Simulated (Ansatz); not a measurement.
System: sum formula SiAsH₄ (charge 0, doublet). It need not be the lowest isomer of its formula. 
Geometry from a B3LYP-D3(BJ)/def2-TZVP (Ansatz, a first-principles code) optimisation:
```xyz
6

Si    -1.5078     0.1377     0.3505
As     0.7860    -0.1027    -0.2172
H     -2.3121    -0.7446    -0.5262
H     -1.9512     1.5403     0.1591
H     -1.7412    -0.2460     1.7643
H      1.1758     0.9123     0.8614
```
Charge 0, spin multiplicity 2.

Property: vertical ionisation energy (to the singlet state of charge +1; each state is the SCF solution reached for its spin; for the singlet the Hartree-Fock reference is unstable and T1 is 0.018), in eV. Valence correlation only, unless marked. UHF or UKS for open shells. Spin-orbit coupling is left out. The frozen core is the preceding noble-gas configuration, with the filled d and f shells of earlier blocks. Non-relativistic. Basis-set limits of correlation are two-point, X^-3; Hartree-Fock from the larger set. The bracket is a focal-point correction in the basis named.

| level | program | vertical ionisation energy (eV) |
|---|---|---|
| PBE/def2-TZVPD | Ansatz | 8.96 |

What does RI-MP2/CBS(def2-TZVPPD,def2-QZVPPD)+[CCSD(T)-MP2]/def2-TZVPPD (Ansatz) give?

9.07 eV, so PBE/def2-TZVPD differs from it by -0.11 eV.
